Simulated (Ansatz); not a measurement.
VO3F3H6⁻, that is mer-VF3(H2O)3 with one electron more. The state is a quartet with charge -1. Geometry r2SCAN-D4/def2-SVP, that of the neutral triplet; atoms count from 1.

```xyz
13

V     0.2797    0.1136    0.0443
F     0.4250   -0.1151   -1.7579
F    -0.6260    0.0406    1.6777
F     1.7243    1.1006    0.4503
O    -1.4565   -1.1860   -0.3440
H    -1.9581   -0.8815   -1.1130
H    -1.9797   -0.9999    0.4531
O     1.5587   -1.5829    0.0564
H     2.4067   -1.1652    0.2841
H     1.5692   -1.6381   -0.9194
O    -0.8138    1.9580    0.0567
H    -0.0766    2.5889    0.1223
H    -1.0528    1.7670    0.9895
```

The highest occupied level of the charge -1 quartet lies above zero (up to 1.54 eV). By energy differences it is unbound by 0.30 eV (vertical, to the charge 0 triplet, at PBE0-D4/def2-TZVPD) and held by the finite basis.

(1) Estimate the Mulliken populations from the PBE0/def2-TZVPD orbitals of Ansatz.

(2) Where does the spin sit?

(3) And the Mayer bond orders between bonded heavy atoms (over 0.3)?

Results:

(1) 
```csv
atom,charge (e),spin (α − β),d electrons
V1,-0.81,4.70,3.31
F2,-0.83,0.08,–
F3,-0.91,0.12,–
F4,-0.64,-0.08,–
O5,0.13,-0.72,–
H6,0.20,0.15,–
H7,0.20,0.17,–
O8,0.09,-0.73,–
H9,0.31,0.05,–
H10,0.31,0.09,–
O11,0.43,-1.08,–
H12,0.23,0.12,–
H13,0.28,0.14,–
```
Mulliken values and Mayer orders depend strongly on the basis. With diffuse functions, as here, like atoms can get unlike values, and bond orders can come out too low or too high.

(2) Summed by element: V 4.70, F 0.12, O -2.54, H 0.72, of 3 unpaired in all. Largest on single atoms: V1 4.70, O11 -1.08, O8 -0.73.

(3) V1–F2 0.90 (1.82 Å); V1–F3 1.14 (1.87 Å). Values over 0.3 also appear between atoms too far apart for a bond (O5–O8 0.98 at 3.07 Å; O5–O11 1.41 at 3.23 Å; O8–O11 1.40 at 4.26 Å); they arise where an orbital or an unpaired electron spreads over both atoms.
